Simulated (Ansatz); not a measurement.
Z-matrix (Å, degrees):
```
C
Sn 1 2.159
H 1 1.092 2 109.0
H 1 1.089 2 110.1 3 -119.9
H 1 1.090 2 109.8 3 119.6
Si 2 2.574 1 112.1 3 62.1
H 2 1.725 1 107.8 3 -60.2
H 6 1.491 2 112.6 1 -58.7
H 6 1.487 2 109.7 1 -179.6
H 6 1.488 2 109.1 1 61.4
```

The species carries charge 0 and has multiplicity 2. Sn: def2 effective core potential.

Q: List the ωB97M-V/def2-TZVPP orbital energies in eV (Ansatz). (Estimate.)

A: The calculation gave: α occupied: -1806.97, -281.34, -148.06, -142.59, -102.19, -102.16, -102.15, -97.22, -97.09, -97.07, -30.76, -30.73, -30.72, -30.63, -30.59, -22.02, -18.01, -15.66, -13.89, -13.86, -12.20, -12.19, -10.70, -9.88, -7.60. α empty: 1.41, 1.65, 2.23, 2.66, 2.83, 3.20, 3.69, 3.87. β occupied: -1806.96, -281.32, -148.05, -142.54, -102.16, -102.15, -102.15, -97.13, -97.08, -97.06, -30.66, -30.65, -30.60, -30.57, -30.54, -21.94, -17.86, -15.09, -13.83, -13.76, -12.17, -12.07, -10.49, -9.64. β empty: -1.17, 1.46, 1.70, 2.36, 2.68, 2.83, 3.15, 3.95. ⟨S²⟩ = 0.752.
